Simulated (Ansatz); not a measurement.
C4H4F2 (SMILES CC#CC(F)F), singlet, geometry from GFN2-xTB; B3LYP/pcseg-2 run with Ansatz (an electronic-structure program).

Ansatz was given this input:
Ansatz 0.2 input:
```yaml
crystal:
  periodic: [false, false, false]
  atoms:
    - {symbol: C, position_ang: [2.88097984, 0.57697144, 0.02527889]}
    - {symbol: C, position_ang: [1.45317895, 0.39694226, -0.02507573]}
    - {symbol: C, position_ang: [0.26048708, 0.28287269, -0.07934658]}
    - {symbol: C, position_ang: [-1.17540050, 0.07477583, -0.11982800]}
    - {symbol: F, position_ang: [-1.66646924, -0.24052133, 1.10849351]}
    - {symbol: F, position_ang: [-1.50417571, -0.96220044, -0.93589484]}
    - {symbol: H, position_ang: [3.15598188, 1.06594176, 0.95873480]}
    - {symbol: H, position_ang: [3.20704912, 1.19350791, -0.81112630]}
    - {symbol: H, position_ang: [3.37581762, -0.39153122, -0.02920860]}
    - {symbol: H, position_ang: [-1.71851646, 0.96720414, -0.47795945]}
basis:
  gaussian:
    orbitals: pcseg-2
hamiltonian:
  xc: b3lyp
```

### Question
What does Ansatz print? Leave out banner, timings and long lists.

### Answer

```
Functional definition: B3LYP
1158 factors; their error is unknown
mean field evaluation 1: about -9641.2509 eV, gradient 6.1e1 eV
mean field evaluation 2: about -9639.4243 eV, gradient 6.5e1 eV
mean field evaluation 4: about -9649.1262 eV, gradient 6.2e0 eV
mean field evaluation 8: about -9649.2042 eV, gradient 1.2e-1 eV
mean field evaluation 16: about -9649.1809 eV, gradient 1.3e-4 eV
mean field -9649.18093096 eV, -354.6008587629 hartree, gradient 5.4e-5 eV, S^2 0.000000; 0 other end points of the search recorded, 0 dependent functions left out
reference -9649.18121390 eV, -354.6008691610 hartree; 23, 23 occupied and 213, 213 virtual orbitals, 1158 factors
Total energy: -9649.18121390 eV, -354.6008691610 hartree
```
